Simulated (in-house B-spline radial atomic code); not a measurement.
## Cu II (Cu+): [Ar] 3d10

Method: Dirac-Kohn-Sham PBE, spherical fractional occupations, Fermi nucleus of rms radius 3.8823 fm. Calculated with an all-electron radial atomic-structure program (B-spline basis).

Effective charges: Z_r = [3n² - l(l+1)]/(2<r>) from the radius, Z_e = n√(-2ε) from the energy, and Slater's rules. Values are occupation-weighted means over j.

```tsv
shell	electrons	ε (eV)	<r> (bohr)	Z_r	Z_e	Slater
1s	2	-8857.5	0.05213	28.77	25.51	28.70
2s	2	-1070.5	0.235	25.54	17.74	24.85
2p	6	-925.12	0.2063	24.23	16.49	24.85
3s	2	-123.29	0.7126	18.95	9.03	17.75
3p	6	-80.789	0.7505	16.66	7.31	17.75
3d	10	-13.659	1.015	10.35	3.01	7.85
```

The least bound orbital is 3d5/2 at -13.55 eV, and it is also the most diffuse (<r> = 1.019 bohr).

Spin-orbit splittings of the orbital energies (j = l + 1/2 above j = l - 1/2 when positive): 2p 20.5 eV, 3p 2.572 eV, 3d 0.273 eV.

For the 1s electron the small component carries 1.09 % of the norm, the zero-frequency Breit interaction raises the level by 11.82 eV, self-energy by 6 eV, and vacuum polarisation lowers it by 0.545 eV.
